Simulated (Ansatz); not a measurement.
Two isomers of F2H3Si2: A = `F[SiH][SiH2]F`•, B = `F[SiH](F)[SiH2]`•.

Program: Ansatz. Geometries: PBE0-D4/def2-TZVP. ΔE: electronic, gas phase. CBS: MP2 limit from def2 TZ/QZ plus the TZ coupled-cluster correction, frozen cores. Functionals use def2-TZVPP. B3LYP here is the variant with VWN-RPA as its local correlation; programs differ in this. No spin–orbit coupling; open shells (•) take unrestricted orbitals. One conformer a species, not always the lowest.

Question: Which isomer does CCSD(T)/CBS put lower? Give the gap. (Estimate.)

Answer: Computed: B, by 42.2 kJ/mol.

Question: Give E(B) − E(A) in kJ/mol with CCSD(T)/def2-TZVPP, PBE-D4, r2SCAN-D4, B3LYP, PBE0-D4, HF/def2-TZVPP, CCSD(T)/def2-SVP. (Best estimate.)

Answer: Ansatz gave: CCSD(T)/def2-TZVPP -44.3, PBE-D4 -36.8, r2SCAN-D4 -42.4, B3LYP -35.2, PBE0-D4 -39.8, HF/def2-TZVPP -38.6, CCSD(T)/def2-SVP -46.6. None reverses the order clearly.

Question: Does the order hold for the free energy at 298.15 K (harmonic terms from PBE0-D4)? (An estimate is asked.)

Answer: Computed: Yes: G(B) − G(A) = -41.8 kJ/mol, for one conformer each. Modes under 60 cm⁻¹, often nearly free rotors, make the harmonic entropy too high.

Largest T1 diagnostic: 0.015.

From PBE to PBE0 (25 % exact exchange), in def2-TZVPP and without D4, E(B) − E(A) moves by −3.1 kJ/mol. In def2-TZVPP, CCSD(T) changes the Hartree–Fock value by −5.7 kJ/mol (the triples alone add −0.2 kJ/mol) and MP2 by −5.1 kJ/mol.
